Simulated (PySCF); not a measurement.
Vibration and rotation of GdF

M06 constants of GdF, octet, about 7.1 electrons in the 4f shell (Mulliken) (Gd x2c-SVPall, F x2c-SVPall; spin-free X2C with a Gaussian nucleus (PySCF 2.14); masses 157.9241 and 18.9984 u):

| Item | Value |
| --- | --- |
| ωe | 617.5 cm⁻¹ |
| ωexe | 2.05 cm⁻¹ |
| Be | 0.25837 cm⁻¹ |
| αe | 0.00123 cm⁻¹ |
| D (centrifugal) | 1.81e-07 cm⁻¹ |
| De to Gd (4f7 5d1 6s2) + F | 7.04 eV |

**Question.** Give the vibrational terms G(v) and spacings up to v = 6.

**Answer.** G(v) = ωe(v+½) − ωexe(v+½)².

```
v  G(v) (cm⁻¹)  G(v) − G(v−1)  Bv (cm⁻¹)
0        308.2                    0.2578
1        921.6          613.4     0.2565
2       1530.9          609.3     0.2553
3       2136.1          605.2     0.2541
4       2737.2          601.1     0.2528
5       3334.2          597.0     0.2516
6       3927.1          592.9     0.2504
```

**Question.** How well does the Morse estimate ωe²/(4ωexe) reproduce De, and what is D0?

**Answer.** It gives 5.77 eV, 82 % of the computed De. D0 = De − G(0) = 7.04 − 0.04 = 7.00 eV.

These are scalar-relativistic numbers at best; spin–orbit coupling would shift them, the dissociation energy most. The state is the lowest single determinant that the PBE0 search found; with open d or f shells the true ground state can be another one.
